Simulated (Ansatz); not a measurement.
A series at Al: from `[Br][Al]([Br])[Br]`, ligands are replaced one by one, each step taking up HCl and setting free HBr; n counts the steps. Ansatz, PBE0-D4/def2-TZVP geometries.

CBS adds triple-zeta CCSD(T) − MP2 to the MP2 limit, frozen cores; atoms without spin–orbit coupling. Outer-core shells of Br are correlated without core-valence functions. Scalar relativity is left out up to krypton. Spin–orbit coupling is left out.

```csv
n,molecule,"atomization energy, CCSD(T)/CBS (kJ/mol)"
0,`[Br][Al]([Br])[Br]`,?
1,`[Cl][Al]([Br])[Br]`,1205.0
2,`[Cl][Al]([Cl])[Br]`,1254.2
3,`[Cl][Al]([Cl])[Cl]`,1303.5
```

By hand: fit a straight line y = ȳ + b (n − n̄) to the 3 given rows and predict n = 0.

n̄ = 2.000, ȳ = 1254.23; Σ(n − n̄)(y − ȳ) = 98.50, Σ(n − n̄)² = 2.000, so b = 49.25 kJ/mol a step. Prediction: 1254.23 + (49.25) × (-2.000) = 1155.7 kJ/mol.

By hand: compare with the computed value, 1156.0 kJ/mol, and give the steps along the whole series.

The line misses by 0.3 kJ/mol (computed minus predicted). Steps: 49.0, 49.2, 49.3 kJ/mol.

The steps differ by at most 0.3 kJ/mol, 0.6 % of a mean step, so the ligands' effects nearly add and a line is close. The miss is 0.2 % of the series' range. The energies themselves are unsure by some kJ/mol a bond, though much of that is common to the series.
